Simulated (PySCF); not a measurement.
Na(OH) (HNaO), SMILES [OH][Na]. Atoms are numbered in the order given.

```xyz
3

Na     0.0000     0.0000    -0.9239
O      0.0000     0.0000     1.0233
H      0.0000     0.0000     1.9761
```

Geometry: ωB97X-D3(BJ)/def2-TZVPD. The isomer is the one that the SMILES or the coordinates give; other isomers of the formula were not compared.

All values below come from PySCF with PBE/def2-TZVPD.

Gas-phase values at a fixed geometry.

```yaml
total_energy: -237.96827 hartree
point_group: C∞v
highest_occupied_level: -3.79 eV
lowest_empty_level: -1.80 eV
orbital_gap: 2.00 eV
dipole_moment: 6.55 D
quadrupole, principal values (traceless, Buckingham form, about the centre of nuclear charge): -3.29, -3.29, 6.57 D·Å
mean_static_polarisability: 26.2 bohr³ (3.89 Å³)
polarisability_principal_values: 25.3, 26.7, 26.7 bohr³
```
